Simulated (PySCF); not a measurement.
# MF for M along the fourth-period p block

CCSD(T) with triple-zeta basis sets in PySCF, for the lowest determinant that a PBE0 search found; no spin–orbit coupling. De refers to high-spin ground-configuration atoms.

| M | basis | reference, frozen orbitals | state (unpaired electrons) | Re (Å) | ωe (cm⁻¹) | De (eV) |
| --- | --- | --- | --- | --- | --- | --- |
| Ga | def2-TZVPP | RHF, 10 | singlet (closed shell) | 1.781 | 634 | 5.98 |
| Ge | def2-TZVPP | UHF, 10 | doublet (π ↑) | 1.753 | 677 | 5.13 |
| As | def2-TZVPP | UHF, 10 | triplet (π ↑↑) | 1.743 | 694 | 3.95 |
| Se | def2-TZVPP | UHF, 10 | doublet (π ↑) | 1.743 | 696 | 3.21 |
| Br | def2-TZVPP | RHF, 10 | singlet (closed shell) | 1.766 | 671 | 2.50 |

The shortest bond is that of AsF (1.743 Å), the longest that of GaF (1.781 Å). GaF is bound most strongly (5.98 eV) and BrF least (2.50 eV).

The state changes along the series, so neighbouring rows are not always alike in their bonding.

Correlated steps freeze 10 core orbitals. Where the molecule has an RHF reference, its open-shell atoms are computed with UHF. States were picked by a PBE0 search and need not be the measured ground states.
